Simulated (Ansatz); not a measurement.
**Match the barriers**

Saddle point of GeH6OF2, singlet (GeH₃F ([F][GeH3]) + H₂O + HF → GeH₄O ([OH][GeH3]) + HF + HF; bonds formed: Ge1–O7, F2–H8, H6–F9; bonds broken: Ge1–F2, H6–O7, H8–F9), PBE0-D4/def2-TZVP structure:

```
atom    x (Å)    y (Å)    z (Å)
 Ge1  -0.7417  -0.7531  -0.5624
  F2   1.3307  -0.6638  -0.4446
  H3  -0.4698  -0.8077  -2.0625
  H4  -0.5668  -1.9735   0.3425
  H5  -2.2548  -0.3627  -0.4239
  H6   0.5412   1.1380   0.7091
  O7  -0.3916   0.9933   0.2715
  H8   1.7944   0.1401   0.3416
  F9   1.8778   0.9592   1.0286
 H10  -1.1193   1.3302   0.8003
```

Computed with Ansatz 0.2.0 (basis: def2-TZVPP, with def2-QZVPP for the basis limit); correlated methods freeze the cores. Filled d shells of the heavier atoms are correlated. The def2 sets are not built for correlating such inner shells, so the correlated values are less sure here. Extrapolation: Hartree–Fock as exp(−7.88 √X), correlation as X^−2.97. Four methods, as single points on the PBE0-D4 structures, gave these electronic barriers from the start structure: 8.7, 57.6, 83.4, 126.2 kJ/mol.

Problem. The methods were, in alphabetical order, BHLYP-D4, HF, r2SCAN-D4, SPW92. Which gave which? (A judgement: the text doesn't fix the answer.)

Solution. By the calculation: SPW92 8.7; r2SCAN-D4 57.6; BHLYP-D4 83.4; HF 126.2 kJ/mol. For comparison, CCSD(T) at an estimated basis limit (MP2 extrapolated from triple and quadruple zeta, plus CCSD(T) − MP2 in triple zeta) gives 81.1 kJ/mol.

The T1 diagnostic stays at or below 0.012.

Labels in which every atom is bracketed show which atoms are joined, not bond orders.

For scale, one of the runs: CCSD(T)/def2-TZVPP, 225 basis functions, launched by `ansatz run in.yaml --threads 8 --pin off --events-out ev --progress --plain --max-ram 19148MiB`. Time: 2.4 min of wall clock on 8 CPU threads of an Arm Neoverse N1; the host was shared. Peak host memory: 4.1 GiB.
